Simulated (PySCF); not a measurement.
Species: C4H3ClSe.
InChI=1S/C4H3ClSe/c5-4-2-1-3-6-4/h1-3H

The calculation used PBE0-D3(BJ)/def2-SVP geometry optimisation, gas phase (PySCF).

Masses are those of the commonest isotopes; rigid-rotor values at the optimised geometry. 

Q: Give the principal moments of inertia and the rotational constants in cm⁻¹.

A: Ia = 149.73, Ib = 306.35, Ic = 456.08 u·Å²; 505379 MHz·u·Å²/I gives 3375, 1650 and 1108 MHz, that is A = 0.11259, B = 0.05503, C = 0.03696 cm⁻¹.

Q: What kind of rotor is it?

A: An asymmetric top. Ray's parameter κ = (2B − A − C)/(A − C) = -0.522; −1 is the prolate and +1 the oblate limit.

Q: Is it planar, by Δ = Ic − Ia − Ib?

A: Planar: Δ = Ic − Ia − Ib = 0.00 u·Å². For a rigid frame Δ = −2 Σ m c², so it vanishes when all atoms lie in the ab plane; here none is more than 0.01 Å from it.

Q: Which lines would a microwave search look for?

A: The dipole components are |μa| = 1.21 D, |μb| = 0.59 D, |μc| = 0.00 D; the mirror of this Cs structure is the ab plane, so μc vanishes by symmetry and there are no c-type lines. Intensities carry the squares of the components, which stand as 1.00 : 0.24 (a : b). Some lines, for components of 0.1 D or more:

```
type  branch         J(Ka,Kc)    MHz  lower level (cm⁻¹)
   a       Q  1(1,0) ← 1(1,1)    542               0.150
   b       R  5(3,2) ← 4(4,1)    587               1.988
   a       R  2(1,2) ← 1(1,1)   4974               0.150
   b       Q  5(2,3) ← 5(1,4)   5442               1.550
   a       R  3(1,3) ← 2(1,2)   7399               0.315
   b       Q  5(1,4) ← 5(0,5)   7988               1.283
   a       R  3(2,1) ← 2(2,0)   8682               0.546
   a       R  4(0,4) ← 3(0,3)  10135               0.535
   b       Q  5(3,3) ← 5(2,4)  10803               1.635
   b       R  5(1,5) ← 4(0,4)  12538               0.873
   a       R  5(3,2) ← 4(3,1)  14308               1.531
   a       R  5(2,3) ← 4(2,2)  15015               1.231
```

No PBE0-D3(BJ)/def2-SVP frequencies stand behind this structure, so it isn't proved a minimum. These are rigid-rotor constants of the computed structure; measured ground-state constants (B0) also hold zero-point vibration. Quadrupole hyperfine structure (35Cl) is left out.

Hardware: an Arm Neoverse N1 with one thread, shared host. Cost: 55 s wall. This is the geometry optimisation.
